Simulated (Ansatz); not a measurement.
# Relaxing a trial structure of AlCl2H3Si2

The starting geometry of this gas-phase singlet was optimised with GFN2-xTB; its bonds are those of `[SiH3][Si][Al]([Cl])[Cl]`.

```json
{"atom": "Al", "x (Å)": "-1.4868", "y (Å)": "-0.0013", "z (Å)": "-0.3828"}
{"atom": "Cl", "x (Å)": "-1.3134", "y (Å)": "2.0404", "z (Å)": "-0.2125"}
{"atom": "Cl", "x (Å)": "-2.2421", "y (Å)": "-0.8327", "z (Å)": "1.3630"}
{"atom": "Si", "x (Å)": "0.8476", "y (Å)": "-2.7472", "z (Å)": "-1.0048"}
{"atom": "Si", "x (Å)": "-1.2035", "y (Å)": "-1.9406", "z (Å)": "-1.7831"}
{"atom": "H", "x (Å)": "1.9361", "y (Å)": "-1.9798", "z (Å)": "-0.3782"}
{"atom": "H", "x (Å)": "0.4958", "y (Å)": "-3.7758", "z (Å)": "-0.0131"}
{"atom": "H", "x (Å)": "1.5158", "y (Å)": "-3.4556", "z (Å)": "-2.1111"}
```

Task: Predict what it relaxes into with B3LYP-D3(BJ)/def2-SVP.

Result: It keeps its bonds, and is `[SiH3][Si][Al]([Cl])[Cl]`.

The energy falls by 0.28 eV over 16 steps:

| step | E − E(last) (eV) |
| --- | --- |
| 1 | 0.281 |
| 3 | 0.068 |
| 4 | 0.042 |
| 6 | 0.011 |
| 8 | 0.003 |
| 9 | 0.002 |
| 11 | 0.000 |
| 13 | 0.000 |
| 14 | 0.000 |
| 16 | 0.000 |

Final geometry (Å):

```xyz
8

Al   -1.4477   -0.3608   -0.1931
Cl   -0.7924    1.6308   -0.4791
Cl   -2.2335   -0.8812    1.6991
Si    0.7815   -2.6109   -1.0749
Si   -1.3032   -1.9525   -2.0514
H     1.5756   -1.5970   -0.3114
H     0.2660   -3.6203   -0.0873
H     1.7032   -3.3007   -2.0245
```

Frequencies at the end are all real (lowest 33 cm⁻¹). Run with Ansatz 0.2.0, 38 s on 2 threads of Intel(R) Xeon(R) Platinum 8259CL CPU @ 2.50GHz (Skylake/Cascade Lake) (shared host).
